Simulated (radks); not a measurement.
Spherical quantum dot in the effective-mass picture: electrons in a hard-walled sphere of radius 4.81, all in effective atomic units (hartree* = m*/eps^2 hartree, bohr* = eps/m* bohr), one dielectric constant everywhere. Method: non-relativistic Kohn-Sham, exchange-only LDA, spin-polarised, spherical densities; computed with a radial shooting solver with Libxc functionals. Levels are named by radial order and angular momentum (1s, 1p, 1d, 2s, ...), and open shells are averaged over m. Results are scaled to m* = 0.027 and eps = 8.7, for which hartree* = 9.707 meV and bohr* = 17.05 nm.

N = 4, configuration 1s2 1p(up 2, down 0). This is the lowest configuration that the search found. Occupied and some empty levels:

| level | occupation | eigenvalue (meV) | <r> (nm) |
|---|---|---|---|
| 1s up | 1 | 11.987 | 47.29 |
| 1s down | 1 | 12.757 | 46.72 |
| 1p up | 2 | 13.581 | 51.96 |
| 1p down | 0 | 14.399 | 51.87 |
| 1d up | 0 | 15.946 | 55.21 |
| 1d down | 0 | 16.773 | 55.27 |
| 2s up | 0 | 18.590 | 38.94 |
| 1f up | 0 | 18.963 | 57.67 |
| 2s down | 0 | 19.110 | 38.98 |
| 1f down | 0 | 19.784 | 57.77 |

Energy (meV): total 30.2624, kinetic 13.452, external 0, Hartree 24.060, exchange-correlation -7.2496.
